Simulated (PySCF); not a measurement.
Electron correlation in H⁻ (hydrogen, charge -1)

1s2, closed-shell 1S. Computed with PySCF 2.14 in dyall-acv3z (10s3p2d, 29 functions), with no relativity, point nucleus. Frozen: nothing; 2 electrons correlated; the 3 highest virtual orbitals of each spin left out.

With two correlated electrons CCSD is exact within the correlated space (frozen core and kept virtual orbitals).

```csv
level,correlation energy (mhartree)
CCSD,-39.20
```

Diagnostics: T1 = 0.032, D1 = 0.0454, largest double amplitude 0.109.

**Question.** Is a single reference adequate?

**Answer.** Not fully. T1 exceeds 0.03, a sign that the reference determinant is poor.
